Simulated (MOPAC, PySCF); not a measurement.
System: BH4S3 (charge +1, singlet). SMILES: SB(S)[SH2+]
Geometry: optimised at B3LYP-D3(BJ)/def2-TZVP (Ansatz).

Unscaled harmonic wavenumbers (cm⁻¹) in rising order, each level at the stationary point that it reaches from this structure (no distance between atoms moves by over 0.3 Å); the order of modes can differ between levels, and a negative number is imaginary. B3LYP-D3(BJ)/def2-TZVP (PySCF, at the structure above): 87, 188, 222, 318, 350, 384, 406, 663, 720, 724, 812, 935, 1109, 1193, 2621, 2631, 2660, 2665.

AM1 (MOPAC): -94, 155, 209, 347, 389, 417, 475, 760, 785, 823, 853, 994, 1114, 1176, 1865, 1870, 1946, 1952. Zero-point energy 23.1 against 26.7 kcal/mol; where all levels lie over 400 cm⁻¹, the wavenumbers are on average 0.961 times those of B3LYP-D3(BJ)/def2-TZVP. This level finds the structure a saddle point. The zero-point energy leaves imaginary modes out.

PM3 (MOPAC): 94, 205, 241, 376, 398, 459, 492, 680, 764, 832, 871, 977, 1005, 1108, 1649, 1650, 1717, 1794. Zero-point energy 21.9 against 26.7 kcal/mol; where all levels lie over 400 cm⁻¹, the wavenumbers are on average 0.915 times those of B3LYP-D3(BJ)/def2-TZVP.
